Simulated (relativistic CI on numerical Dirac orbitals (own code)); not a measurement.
## Os VII: calculation against measurement

Computed by Dirac-Coulomb-Breit CI, separate exchange-only KLI orbitals for each configuration, a model potential for QED, unscaled Slater integrals (own radial code, finite nucleus).

Configuration list (outside the closed core [Kr] 4d10): 4f14.5s2.5p6.5d2, 4f14.5s2.5p6.5d.6s, 4f14.5s2.5p6.5d.5f, 4f14.5s2.5p6.5d.6p, 4f14.5s2.5p5.5d3, 4f14.5s2.5p6.6s2, 4f14.5s2.5p6.5d.5g, 4f14.5s2.5p6.5f2, 4f14.5s2.5p6.5d.6d, 4f14.5s2.5p6.6s.6p, 4f14.5s2.5p6.5d.7s, 4f14.5s2.5p6.5d.7p, 4f14.5s2.5p6.5g2, 4f14.5s2.5p6.5d.6f, 4f14.5s2.5p6.6p2, 4f14.5s2.5p5.5d2.5f, 4f14.5s2.5p6.5d.7d, 4f13.5s2.5p6.5d3, 4f14.5s2.5p6.5f.6s, 4f14.5s2.5p6.5d.8s, 4f14.5s.5p6.5d3, 4f14.5s2.5p6.5d.8p, 4f14.5s2.5p5.5d2.5g, 4f14.5s2.5p5.5d2.6s, 4f14.5s2.5p6.5f.6p, 4f13.5s2.5p6.5d2.6s, 4f14.5s2.5p6.5g.6s, 4f14.5s2.5p6.5f.5g, 4f14.5s.5p6.5d2.5f, 4f14.5s2.5p5.5d2.6p, 4f13.5s2.5p6.5d2.6p, 4f14.5p6.5d4, 4f14.5p5.5d5. Double excitations out of closed p, d and f shells are left out; levels of such configurations are missing from the list, as are those of other unlisted configurations, and high levels can miss mixing partners. These lack a partner that the ground configuration has and come out too high: 4f14.5s2.5p5.5d2.5f, 4f14.5s2.5p5.5d2.5g, 4f14.5s2.5p5.5d2.6s, 4f13.5s2.5p6.5d2.6s, 4f14.5s.5p6.5d2.5f.

| Configuration | Term (tabulated) | J | Measured (cm⁻¹) | Computed | Error | Purity (%) |
| --- | --- | --- | --- | --- | --- | --- |
| 4f14.5s2.5p6.5d2 | 3F | 2 | 0.0 | 0 | 0 | 89 |
| 4f14.5s2.5p6.5d2 | 3F | 3 | 10308.0 | 9608 | -700 | 99 |
| 4f14.5s2.5p6.5d2 | 3P | 0 | 15837.0 | 17584 | 1747 | 92 |
| 4f14.5s2.5p6.5d2 | 3P | 1 | 22098.0 | 23094 | 996 | 99 |
| 4f14.5s2.5p6.5d2 | 1G | 4 | 31274.0 | 32174 | 900 | 87 |
| 4f14.5s2.5p6.5d2 | 3P | 2 | 33127.0 | 33585 | 458 | 57 |
| 4f14.5s2.5p6.5d2 | 1S | 0 | 57710.0 | 63516 | 5806 | 92 |
| 4f14.5s2.5p6.5d.6s | 3D | 1 | 129301.0 | 132405 | 3104 | 99 |
| 4f14.5s2.5p6.5d.6s | 3D | 2 | 131416.0 | 134672 | 3256 | 84 |
| 4f14.5s2.5p6.5d.6s | 3D | 3 | 142163.0 | 144675 | 2512 | 99 |
| 4f14.5s2.5p6.5d.6s | 1D | 2 | 148023.0 | 151585 | 3562 | 83 |

Measured levels from van het Hof, Joshi, Wyart and Sugar, J. Res. Natl. Inst. Stand. Technol. 100, 687 (1995); pairs were made by configuration, J and term (by order where the table uses no LS term), so strongly mixed levels may be paired wrongly.

Mean error by configuration (cm⁻¹): 4f14.5s2.5p6.5d2 1535; 4f14.5s2.5p6.5d.6s 3109. Over the excited levels the mean absolute error is 2304 cm⁻¹ (10 of the 11 excited levels that our extract of the source holds in range could be paired, and the others can miss by more), and the median relative error of those above 1,000 cm⁻¹ is 2.7 %. Some levels of the ground configuration have no partner.
